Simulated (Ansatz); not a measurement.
Two isomers of CH8AlBOSi: A = `BCO[SiH2][AlH2]`, B = `[BH2][AlH][O][SiH2]C`.

Program: Ansatz. Geometries: PBE0-D4/def2-TZVP. ΔE: electronic, gas phase. CBS: MP2 limit from def2 TZ/QZ plus the TZ coupled-cluster correction, frozen cores. DFT in def2-TZVPP. B3LYP here is the variant with VWN-RPA as its local correlation; programs differ in this. One conformer a species, not always the lowest.

**Question.** Which is lower in electronic energy at CCSD(T)/CBS, and by how much? (Estimate.)

**Answer.** Computed: B, by 251.1 kJ/mol.

**Question.** Give E(B) − E(A) in kJ/mol with MP2/def2-TZVPP, B3LYP-D4, CCSD/def2-TZVPP, r2SCAN-D4, ωB97M-V, B2PLYP, PBE0-D4. (Best estimate.)

**Answer.** The calculation gave: MP2/def2-TZVPP -260.2, B3LYP-D4 -239.6, CCSD/def2-TZVPP -252.2, r2SCAN-D4 -242.4, ωB97M-V -245.3, B2PLYP -250.6, PBE0-D4 -229.8. None reverses the order clearly.

Largest T1 diagnostic: 0.012.

The D4 term adds +3.5 kJ/mol with B3LYP and +1.9 kJ/mol with PBE0; it sums over pairs of atoms, weighted by their polarisabilities, and B3LYP, whose exchange is more repulsive, gets the larger term. From PBE to PBE0 (25 % exact exchange), in def2-TZVPP and without D4, E(B) − E(A) moves by −10.3 kJ/mol.
